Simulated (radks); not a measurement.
Problem. These are the eigenvalues of the occupied orbitals of an atom or ion with whole-number occupations (eV). Method: scalar-relativistic Kohn-Sham, LDA (Slater exchange, VWN5 correlation), spin-polarised, spherical densities, finite nucleus; Fermi nuclear charge, rms radius of each element as measured or else 0.836 A^(1/3) + 0.57 fm; computed with a radial shooting solver on a logarithmic mesh with Libxc functionals.

orbital  eigenvalue
1s up     -12520.84
1s down   -12520.76
2s up     -1641.507
2s down   -1641.457
2p up     -1449.825
2p down   -1449.751
3s up     -249.2181
3s down   -249.1106
3p up     -189.2483
3p down   -189.1236
3d up      -89.8338
3d down    -89.6580
4s up      -50.1913
4s down    -49.0655
4p up      -37.2570

Which element is it, and in what charge state? The configuration may be excited. Open shells, if any, are filled with parallel spins first.

Solution. Z = 34, selenium, charge +3: Se3+ in [Ar] 3d10 4s2 4p1. The list shows which subshells hold electrons but not how many an open one holds; the 1s level, -460.13 hartree, gives Z - s = 30.3 by -(Z - s)^2/2, which with screening and relativity narrows Z to a few neighbours, and the depths of the outer levels then fix element, charge and occupations together.
